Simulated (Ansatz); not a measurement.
Species: pyrazin-2-ylsilane, C₄H₆N₂Si (charge 0, singlet). 
Structure (B3LYP-D3(BJ)/def2-TZVP (Ansatz, a quantum-chemistry and plane-wave program) minimum search):
SMILES: c1([SiH3])nccnc1
```xyz
13

Si     2.2559     0.2202     0.3977
C      0.4121     0.0314     0.0533
C     -0.1071    -0.5150    -1.1227
N     -1.4155    -0.6391    -1.3453
C     -2.2201    -0.2108    -0.3783
C     -1.7222     0.3370     0.8015
N     -0.4190     0.4596     1.0211
H      2.6162    -0.5480     1.6092
H      3.0140    -0.2984    -0.7652
H      2.5788     1.6487     0.6051
H      0.5536    -0.8633    -1.9093
H     -3.2883    -0.3038    -0.5420
H     -2.3926     0.6821     1.5814
```

Total electronic energies in hartree. Cores are frozen in the correlated levels unless marked. Spin-orbit coupling is left out. Non-relativistic unless marked X2C. CBS(X,Y): correlation extrapolated as X^-3; Hartree-Fock from the larger set. [CCSD(T)-MP2]/basis is that difference in the basis named.

The Hartree-Fock reference is unstable (checked in the largest basis), which strains HF and MP2. 

```csv
level,program,energy (Eh)
HF/aug-cc-pV(D+d)Z,Ansatz,-552.81391
B97M-V/def2-TZVPD,Ansatz,-555.02782
BHLYP-D3(BJ)/def2-TZVPD,Ansatz + dftd3,-554.97053
r2SCANh-D4/def2-TZVPD,Ansatz + dftd4,-554.92172
CAM-B3LYP-D4/def2-TZVPD,Ansatz + dftd4,-554.99466
wB97M-V/def2-TZVPD,Ansatz,-554.99300
RPA@PBE/cc-pV(Q+d)Z,Ansatz,-554.79163
MP2/cc-pwCVTZ,Ansatz,-554.03993
RI-MP2/cc-pV(Q+d)Z,Ansatz,-554.11570
CCSD/cc-pV(D+d)Z,Ansatz,-553.78067
CCSD/aug-cc-pV(T+d)Z,Ansatz,-554.06780
CCSD(T)/aug-cc-pV(D+d)Z,Ansatz,-553.87741
X2C-CCSD(T)/cc-pVTZ-DK,Ansatz,-554.82532
"RI-MP2/CBS(aug-cc-pV(T+d)Z,aug-cc-pV(Q+d)Z)+[CCSD(T)-MP2]/aug-cc-pV(D+d)Z",Ansatz,-554.2623
"CCSD(T)/CBS(cc-pV(T+d)Z,cc-pV(Q+d)Z)",Ansatz,-554.2466
```

Totals of different functionals don't rank their quality; only differences between species are comparable.
